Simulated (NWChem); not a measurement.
System: C$_{2}$H$_{4}$NO, doublet; SMILES CC([NH])=O

NWChem printed, in part:

```
             Northwest Computational Chemistry Package (NWChem) 7.3.0
             --------------------------------------------------------

                             Geometry "geometry" -> ""
                             -------------------------

 Output coordinates in angstroms (scale by  1.889725989 to convert to a.u.)

  No.       Tag          Charge          X              Y              Z
 ---- ---------------- ---------- -------------- -------------- --------------
    1 C                    6.0000     0.00573084     1.40631687    -0.00649268
    2 C                    6.0000     0.00332784    -0.08328013     0.04068432
    3 N                    7.0000    -1.09663316    -0.77830313    -0.04377668
    4 O                    8.0000     1.07196084    -0.75274213    -0.02195668
    5 H                    1.0000     0.53896484     1.77344587    -0.89519768
    6 H                    1.0000    -1.02774616     1.77555487    -0.00389268
    7 H                    1.0000     0.53806884     1.78095687     0.88076632
    8 H                    1.0000    -1.00289416    -1.79811913     0.29526432

 Effective nuclear repulsion energy (a.u.)     113.6206253707

                                Z-matrix (autoz)
                                --------

 Units are Angstrom for bonds and degrees for angles

      Type          Name      I     J     K     L     M      Value
      ----------- --------  ----- ----- ----- ----- ----- ----------
    1 Stretch                  1     2                       1.49035
    2 Stretch                  1     5                       1.09951
    3 Stretch                  1     6                       1.09746
    4 Stretch                  1     7                       1.10044
    5 Stretch                  2     3                       1.30388
    6 Stretch                  2     4                       1.26257
    7 Stretch                  3     8                       1.07878
    8 Bend                     1     2     3               122.14635
    9 Bend                     1     2     4               121.80544
   10 Bend                     2     1     5               111.10652
   11 Bend                     2     1     6               109.55341
   12 Bend                     2     1     7               108.39293
   13 Bend                     2     3     8               114.22028
   14 Bend                     3     2     4               115.35157
   15 Bend                     5     1     6               110.25961
   16 Bend                     5     1     7               107.66257
   17 Bend                     6     1     7               109.82174
   18 Torsion                  1     2     3     8        -162.49236
   19 Torsion                  3     2     1     5        -115.74885
   20 Torsion                  3     2     1     6           6.32323
   21 Torsion                  3     2     1     7         126.14606
   22 Torsion                  4     2     1     5          54.24004
   23 Torsion                  4     2     1     6         176.31213
   24 Torsion                  4     2     1     7         -63.86504
   25 Torsion                  4     2     3     8          26.91654

                           NWChem Geometry Optimization
                           ----------------------------

 maximum gradient threshold         (gmax) =   0.000015
 rms gradient threshold             (grms) =   0.000010
 maximum cartesian step threshold   (xmax) =   0.000060
 rms cartesian step threshold       (xrms) =   0.000040
 fixed trust radius                (trust) =   0.300000
 source of zmatrix                         =   autoz

          -------------------
          Energy Minimization
          -------------------

 Using diagonal initial Hessian
 Scaling for Hessian diagonals: bonds = 1.00  angles = 0.25  torsions = 0.10

          --------
          Step   0

[...]

      ----------------------
      Optimization converged
      ----------------------

  Step       Energy      Delta E   Gmax     Grms     Xrms     Xmax
  ---- ---------------- -------- -------- -------- -------- --------
@   67    -208.14145334 -5.0D-09  0.00000  0.00000  0.00002  0.00003
                                     ok       ok       ok       ok

                                Z-matrix (autoz)
                                --------

 Units are Angstrom for bonds and degrees for angles

      Type          Name      I     J     K     L     M      Value     Gradient
      ----------- --------  ----- ----- ----- ----- ----- ---------- ----------
    1 Stretch                  1     2                       1.49822   -0.00000
    2 Stretch                  1     5                       1.10060    0.00000
    3 Stretch                  1     6                       1.10055   -0.00000
    4 Stretch                  1     7                       1.09663    0.00000
    5 Stretch                  2     3                       1.36994    0.00000
    6 Stretch                  2     4                       1.22504    0.00000
    7 Stretch                  3     8                       1.02834   -0.00000
    8 Bend                     1     2     3               117.06845   -0.00000
    9 Bend                     1     2     4               123.82956   -0.00000
   10 Bend                     2     1     5               109.39761   -0.00000
   11 Bend                     2     1     6               110.32259    0.00000
   12 Bend                     2     1     7               109.99589    0.00000
   13 Bend                     2     3     8               108.85610   -0.00000
   14 Bend                     3     2     4               118.69809    0.00000
   15 Bend                     5     1     6               107.06963   -0.00000
   16 Bend                     5     1     7               109.75095   -0.00000
   17 Bend                     6     1     7               110.25391   -0.00000
   18 Torsion                  1     2     3     8        -154.55095   -0.00000
   19 Torsion                  3     2     1     5         -63.41195   -0.00000
   20 Torsion                  3     2     1     6          54.12124   -0.00000
   21 Torsion                  3     2     1     7         175.96549   -0.00000
   22 Torsion                  4     2     1     5         109.18167   -0.00000
   23 Torsion                  4     2     1     6        -133.28514   -0.00000
   24 Torsion                  4     2     1     7         -11.44089   -0.00000
   25 Torsion                  4     2     3     8          32.46108    0.00000

                         Geometry "geometry" -> "geometry"
                         ---------------------------------

 Output coordinates in angstroms (scale by  1.889725989 to convert to a.u.)

[...]

 Rotational Constants
 --------------------
 A=   0.403491 cm-1  (  0.580520 K)
 B=   0.308201 cm-1  (  0.443423 K)
 C=   0.181428 cm-1  (  0.261029 K)

 Temperature                      =   298.15K
 frequency scaling parameter      =   1.0000

 Zero-Point correction to Energy  =   37.289 kcal/mol  (  0.059424 au)
 Thermal correction to Energy     =   40.299 kcal/mol  (  0.064221 au)
 Thermal correction to Enthalpy   =   40.892 kcal/mol  (  0.065165 au)

 Total Entropy                    =   69.286 cal/mol-K
   - Translational                =   38.079 cal/mol-K (mol. weight =  58.0293)
   - Rotational                   =   23.774 cal/mol-K (symmetry #  =        1)
   - Vibrational                  =    7.433 cal/mol-K

 Cv (constant volume heat capacity) =   15.233 cal/mol-K
   - Translational                  =    2.979 cal/mol-K
   - Rotational                     =    2.979 cal/mol-K
   - Vibrational                    =    9.274 cal/mol-K

[normal modes left out]

 ----------------------------------------------------------------------------
 Normal Eigenvalue ||           Projected Infra Red Intensities
  Mode   [cm**-1]  || [atomic units] [(debye/angs)**2] [(KM/mol)] [arbitrary]
 ------ ---------- || -------------- ----------------- ---------- -----------
    1       -0.000 ||    0.000472           0.011         0.460       0.198
    2       -0.000 ||    0.000163           0.004         0.158       0.068
    3       -0.000 ||    0.000207           0.005         0.201       0.086
    4        0.000 ||    0.000976           0.023         0.952       0.408
    5        0.000 ||    0.001814           0.042         1.768       0.759
    6        0.000 ||    0.000909           0.021         0.887       0.381
    7       77.402 ||    0.001022           0.024         0.996       0.428
    8      388.798 ||    0.045864           1.058        44.710      19.192
    9      432.859 ||    0.066566           1.536        64.891      27.854
   10      522.445 ||    0.042628           0.983        41.556      17.838
   11      567.276 ||    0.037898           0.874        36.945      15.859
   12      862.830 ||    0.002642           0.061         2.575       1.105
   13      934.705 ||    0.072629           1.676        70.802      30.392
   14     1009.491 ||    0.006080           0.140         5.927       2.544
   15     1113.495 ||    0.056428           1.302        55.008      23.612
   16     1318.562 ||    0.010844           0.250        10.572       4.538
   17     1391.909 ||    0.058697           1.354        57.221      24.562
   18     1431.281 ||    0.023431           0.541        22.841       9.805
   19     1442.286 ||    0.010641           0.245        10.373       4.453
   20     1667.681 ||    0.120345           2.776       117.318      50.359
   21     3072.042 ||    0.000236           0.005         0.230       0.099
   22     3164.508 ||    0.000658           0.015         0.641       0.275
   23     3206.562 ||    0.000478           0.011         0.466       0.200
   24     3492.470 ||    0.011916           0.275        11.616       4.986
 ----------------------------------------------------------------------------
```

Level: PBE0/def2-SVP, spin-unrestricted. 

Problem. Reconstruct the input file.

Solution. One answer among several that fit: the input that was run:
```
start job
memory heap 200 mb stack 900 mb global 1100 mb
geometry units angstroms noautosym
  C     -0.002590     1.408600    -0.001757
  C     -0.004993    -0.080997     0.045420
  N     -1.104954    -0.776020    -0.039041
  O      1.063640    -0.750459    -0.017221
  H      0.530644     1.775729    -0.890462
  H     -1.036067     1.777838     0.000843
  H      0.529748     1.783240     0.885502
  H     -1.011215    -1.795836     0.300000
end
basis spherical
  * library def2-svp
end
dft
  odft
  mult 2
  xc pbe0
  grid fine
  iterations 150
end
driver
  maxiter 120
  tight
end
task dft optimize
task dft freq
```
